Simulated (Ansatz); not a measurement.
Start from `[OH][Mg][O][SiH3]` and change one atom or group to get `[SiH3][O][Mg][O][SiH3]`.

Ansatz, PBE0-D4/def2-TZVP geometries, multiplicity 1. Each molecule was computed in one conformer, which needn't be the lowest.

```
                                          property  `[OH][Mg][O][SiH3]`
             LUMO energy (ωB97M-V/def2-TZVPP) / eV                -0.09
                HOMO energy (PBE0/def2-TZVPP) / eV                -8.04
               LUMO energy (B3LYP/def2-TZVPP) / eV                -1.67
                 LUMO energy (PBE/def2-TZVPP) / eV                -2.11
             HOMO–LUMO gap (B3LYP/def2-TZVPP) / eV                 6.17
size of the dipole moment (ωB97M-V/def2-TZVPP) / D                 2.06
```

(1) Give the same properties after the change, and the shifts. (Best estimate.)

## Answers

(1) The calculation gave: 
```
                                          property  `[SiH3][O][Mg][O][SiH3]`  shift
             LUMO energy (ωB97M-V/def2-TZVPP) / eV                     -0.38  -0.29
                HOMO energy (PBE0/def2-TZVPP) / eV                     -8.21  -0.17
               LUMO energy (B3LYP/def2-TZVPP) / eV                     -1.95  -0.28
                 LUMO energy (PBE/def2-TZVPP) / eV                     -2.41  -0.30
             HOMO–LUMO gap (B3LYP/def2-TZVPP) / eV                      6.06  -0.11
size of the dipole moment (ωB97M-V/def2-TZVPP) / D                      0.01  -2.05
```

With PBE0 the HOMO falls by 0.17 eV and the LUMO falls by 0.30 eV, so the gap narrows by about 0.13 eV. PBE moves the HOMO by -0.22 eV and ωB97M-V by -0.17 eV.

B3LYP here is the variant with VWN-RPA as its local correlation; programs differ in this.
